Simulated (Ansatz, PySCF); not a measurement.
The Ansatz (an electronic-structure program) input:
Ansatz 0.2 input:
```yaml
crystal:
  periodic: [false, false, false]
  atoms:
    - {symbol: Li, position_ang: [-0.00000000, -0.00000000, -2.03637724]}
    - {symbol: Cl, position_ang: [0.00000000, 0.00000000, 0.35936069]}
basis:
  gaussian:
    orbitals: aug-cc-pVDZ
hamiltonian:
  xc: revpbe
total_charge: -1
magnetization: {spin_polarized: true, initial_magnetization: 1}
accuracy: high
```

Q: Write the same job for PySCF.

A: This is not unique; one that fits is 
```python
from pyscf import gto, scf, dft

mol = gto.Mole()
mol.atom = '''
    Li   -0.00000000   -0.00000000   -2.03637724
    Cl    0.00000000    0.00000000    0.35936069
'''
mol.basis = 'aug-cc-pvdz'
mol.charge = -1
mol.spin = 1
mol.verbose = 4
mol.build()

mf = dft.UKS(mol)
mf.xc = 'revpbe'
mf.grids.atom_grid = (99, 590)
mf.grids.prune = None
mf.kernel()
```

Both were run: Ansatz gave -467.737771 Eh and PySCF -467.737798 Eh, 0.027 mEh apart.
